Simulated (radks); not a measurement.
Results of a calculation; reference values are marked as such.
Question: The ytterbium ion Yb3+, 67 electrons, occupied as [Xe] 4f13. Level of theory: scalar-relativistic Kohn-Sham, HCTH/407, spin-polarised, spherical densities, point nucleus; open shells are filled with parallel spins first (spin-orbit coupling, left out, can overturn this in heavy ions) (a radial shooting solver on a logarithmic mesh with Libxc functionals). Some entries of the table are withheld. Estimate them.

orbital,occ.,eigenvalue (eV),<r> (bohr),<r^2> (bohr^2)
1s up,1,-61263.28,0.01967,0.0005301
1s down,1,-61263.28,0.01967,0.0005301
2s up,1,-10417.44,0.08334,0.008210
2s down,1,-10417.42,0.08334,0.008210
2p up,3,-9188.813,0.07414,0.006712
2p down,3,-9188.796,0.07414,0.006712
3s up,1,-2376.702,0.2167,0.05367
3s down,1,-2376.156,0.2167,0.05366
3p up,3,-2006.214,0.2162,0.05416
3p down,3,-2005.667,0.2161,0.05414
3d up,5,-1555.323,0.1959,0.04502
3d down,5,-1554.904,0.1959,0.04500
4s up,1,-496.0791,0.4873,0.2681
4s down,1,-495.0148,0.4873,0.2682
4p up,3,-374.2518,0.5172,0.3045
4p down,3,-373.2069,0.5173,0.3045
4d up,5,-213.8602,0.5576,0.3609
4d down,5,-212.8285,0.5578,0.3612
5s up,1,-86.5933,1.181,1.569
5s down,1,-86.1114,1.184,1.576
5p up,3,-57.7252,1.382,(1)
5p down,3,-57.3913,1.386,(2)
4f up,7,-37.5642,0.7230,(3)
4f down,6,-36.6241,0.7279,(4)
5d up,0,-25.2961,2.034,4.779
5d down,0,-25.1742,2.043,4.822
6s up,0,-24.3683,2.867,9.128
6s down,0,-24.3087,2.875,9.183

Answer: 
(1) 5p up <r^2> (bohr^2): 2.162
(2) 5p down <r^2> (bohr^2): 2.175
(3) 4f up <r^2> (bohr^2): 0.6804
(4) 4f down <r^2> (bohr^2): 0.6919
